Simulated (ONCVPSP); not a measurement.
**Logarithmic derivatives: S (Z = 16), ONCV**

S, optimised norm-conserving Vanderbilt (ONCV), made with ONCVPSP 4.0.1 (PW91, scalar-relativistic). Core [Ne], reference 3s2 3p2 (charge +2). Waves: 3s: rc 1.40 bohr, ncon 4, nbas 8, qcut 6 1/bohr, 2 projectors, debl 1.3 Ha; 3p: rc 1.20 bohr, ncon 3, nbas 6, qcut 8.2 1/bohr, 3 projectors, debl 3.7 Ha; d scattering state at 0.25 Ha: rc 1.40 bohr, ncon 4, nbas 8, qcut 6.9 1/bohr, 2 projectors, debl 3.4 Ha. Local part: polynomial inside 0.85 bohr (lpopt 5, dvloc0 3 Ha). Core correction: none.

In the s channel the program set the typed energies aside and used -1.450, 0.250 Ha. In the d channel the program set the typed energies aside and used 0.050, 3.450 Ha.

The phase is arctan(r·R′/R) of the radial function R(r), unwrapped; energies in Ha, scanned from -3 to 5 Ha. A pole is an energy at which the radial function vanishes at the test radius. The pseudo phase is shifted by a multiple of π to meet the all-electron one at the reference energy, and phase errors are pseudo minus all-electron; the curves can meet again beyond the range given. Levels narrower than the energy grid can be missing from the lists of poles.

```csv
channel,radius (bohr),reference energy (Ha),"poles, all-electron","poles, pseudo",unbroken range about the reference energy with phases within 0.05 rad,phase error 1 Ha above the reference energy (rad)
s,1.42,-1.45,1.96,"1.94, 4.50",below 3.5,-0.000
p,1.22,-1.03,4.81,4.81,the whole range,+0.000
d,1.42,0.05,2.31,2.31,the whole range,+0.000
```

Note: ghosts flagged at negative energy: p at -114.3 eV; GHOST(+) flagged for s at 124.0 eV. A true bound ghost makes a file unfit for plane-wave use.

Phases in the s channel:

```json
{"E (Ha)": "-2.98", "all-electron": "0.581", "pseudo": "0.578"}
{"E (Ha)": "-2.76", "all-electron": "0.419", "pseudo": "0.417"}
{"E (Ha)": "-2.54", "all-electron": "0.217", "pseudo": "0.216"}
{"E (Ha)": "-2.32", "all-electron": "-0.019", "pseudo": "-0.020"}
{"E (Ha)": "-2.10", "all-electron": "-0.269", "pseudo": "-0.270"}
{"E (Ha)": "-1.88", "all-electron": "-0.505", "pseudo": "-0.506"}
{"E (Ha)": "-1.66", "all-electron": "-0.707", "pseudo": "-0.707"}
{"E (Ha)": "-1.44", "all-electron": "-0.870", "pseudo": "-0.870"}
{"E (Ha)": "-1.22", "all-electron": "-0.998", "pseudo": "-0.998"}
{"E (Ha)": "-1.00", "all-electron": "-1.098", "pseudo": "-1.098"}
{"E (Ha)": "-0.78", "all-electron": "-1.178", "pseudo": "-1.178"}
{"E (Ha)": "-0.56", "all-electron": "-1.242", "pseudo": "-1.242"}
{"E (Ha)": "-0.34", "all-electron": "-1.295", "pseudo": "-1.296"}
{"E (Ha)": "-0.12", "all-electron": "-1.340", "pseudo": "-1.340"}
{"E (Ha)": "0.10", "all-electron": "-1.378", "pseudo": "-1.378"}
{"E (Ha)": "0.32", "all-electron": "-1.410", "pseudo": "-1.410"}
{"E (Ha)": "0.54", "all-electron": "-1.439", "pseudo": "-1.439"}
{"E (Ha)": "0.76", "all-electron": "-1.464", "pseudo": "-1.465"}
{"E (Ha)": "0.98", "all-electron": "-1.488", "pseudo": "-1.488"}
{"E (Ha)": "1.20", "all-electron": "-1.508", "pseudo": "-1.509"}
{"E (Ha)": "1.42", "all-electron": "-1.528", "pseudo": "-1.528"}
{"E (Ha)": "1.64", "all-electron": "-1.546", "pseudo": "-1.547"}
{"E (Ha)": "1.86", "all-electron": "-1.563", "pseudo": "-1.565"}
{"E (Ha)": "2.08", "all-electron": "-1.579", "pseudo": "-1.582"}
{"E (Ha)": "2.30", "all-electron": "-1.595", "pseudo": "-1.599"}
{"E (Ha)": "2.52", "all-electron": "-1.611", "pseudo": "-1.617"}
{"E (Ha)": "2.74", "all-electron": "-1.626", "pseudo": "-1.635"}
{"E (Ha)": "2.96", "all-electron": "-1.642", "pseudo": "-1.655"}
{"E (Ha)": "3.18", "all-electron": "-1.657", "pseudo": "-1.679"}
{"E (Ha)": "3.40", "all-electron": "-1.674", "pseudo": "-1.710"}
{"E (Ha)": "3.62", "all-electron": "-1.690", "pseudo": "-1.759"}
{"E (Ha)": "3.84", "all-electron": "-1.708", "pseudo": "-1.871"}
{"E (Ha)": "4.06", "all-electron": "-1.727", "pseudo": "-2.797"}
{"E (Ha)": "4.28", "all-electron": "-1.748", "pseudo": "-4.561"}
{"E (Ha)": "4.50", "all-electron": "-1.771", "pseudo": "-4.714"}
{"E (Ha)": "4.72", "all-electron": "-1.796", "pseudo": "-4.772"}
{"E (Ha)": "4.94", "all-electron": "-1.825", "pseudo": "-4.810"}
```
